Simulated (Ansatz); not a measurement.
A set of 12 reactions (atomization), with CCSD(T)/CBS values in kJ/mol:

| reaction | ΔE |
| --- | --- |
| `CNC(N)=S` → 2 C• + 6 H• + 2 N• + S• | 4122.7 |
| `C[O][In]([CH3])[Cl]` → 2 C• + Cl• + 6 H• + In• + O• | 3818.6 |
| `O[SiH2]O[SiH2]S` → 6 H• + 2 O• + S• + 2 Si• | 3901.7 |
| `C[SiH](F)F` → C• + 2 F• + 4 H• + Si• | 3158.9 |
| `N=C(S)I` → C• + 2 H• + I• + N• + S• | 1925.7 |
| `N=CC=O` → 2 C• + 3 H• + N• + O• | 2919.2 |
| `NC#C[SiH2][SiH3]` → 2 C• + 7 H• + N• + 2 Si• | 4206.3 |
| `BN(C)BC` → 2 B• + 2 C• + 9 H• + N• | 5374.6 |
| `C[CH2][AlH][OH]` → Al• + 2 C• + 7 H• + O• | 4030.6 |
| `OC(O)O` → C• + 4 H• + 3 O• | 3071.9 |
| `CC(=O)[Te][SiH3]` → 2 C• + 6 H• + O• + Si• + Te• | 3904.3 |
| `C[O][Ge][S]C` → 2 C• + Ge• + 6 H• + O• + S• | 3989.3 |

Computed with Ansatz on PBE0-D4/def2-TZVP structures; ΔE is electronic, products minus reactants. CBS: MP2 limit from def2 TZ/QZ plus the TZ coupled-cluster correction, frozen cores. This one scheme is used for every species, atoms too. Functionals use def2-TZVPP. B3LYP here is the variant with VWN-RPA as its local correlation; programs differ in this. No spin–orbit coupling; open shells (•) take unrestricted orbitals. Spin–orbit coupling would lower the free atoms: a little for Al, B, C, Cl, F, O, S, Si; clearly for Ge; strongly for I, In, Te. Elements past krypton have def2 core potentials. For Ge, I, In, Te outer-core shells are correlated without core-valence functions, so the limit isn't a true one: a few kJ/mol of doubt a bond, and 10 to 20 or more in all where bonds break to atoms. Scalar relativity is left out up to krypton. Each species was taken in one conformer, which may not be the lowest.

(1) Give the mean, mean absolute and largest difference (level minus CCSD(T)/CBS, kJ/mol) for: PBE0-D4, B3LYP-D4, ωB97X-V, ωB97M-V, PBE, r2SCAN, MP2/def2-TZVPP, CCSD/def2-TZVPP, CCSD(T)/def2-TZVPP, HF/def2-QZVPP, MP2/def2-QZVPP, SCS-MP2/def2-QZVPP, HF/CBS(def2), MP2/CBS(def2). (Best estimate.)

The largest T1 diagnostic in the set is 0.018, for Al• (customary mark 0.045).

CCSD(T)/CBS is a level of theory with its own doubt, and the functionals carry their triple-zeta basis error, so these figures describe this set and don't rank the functionals.

Answers

(1) Ansatz gave: 
| level | mean | mean absolute | largest |
| --- | --- | --- | --- |
| PBE0-D4 | -3.9 | 31.1 | -84.4 |
| B3LYP-D4 | -3.4 | 26.2 | 54.7 |
| ωB97X-V | 7.0 | 12.9 | 37.0 |
| ωB97M-V | 6.9 | 14.7 | 48.7 |
| PBE | 55.7 | 67.5 | 145.0 |
| r2SCAN | -0.4 | 11.7 | 31.3 |
| MP2/def2-TZVPP | -41.3 | 41.3 | -76.6 |
| CCSD/def2-TZVPP | -166.8 | 166.8 | -213.4 |
| CCSD(T)/def2-TZVPP | -105.8 | 105.8 | -134.0 |
| HF/def2-QZVPP | -1059.8 | 1059.8 | -1317.8 |
| MP2/def2-QZVPP | 21.5 | 22.3 | 52.3 |
| SCS-MP2/def2-QZVPP | 13.0 | 14.6 | 33.9 |
| HF/CBS(def2) | -1058.9 | 1058.9 | -1316.8 |
| MP2/CBS(def2) | 64.5 | 64.5 | 91.7 |
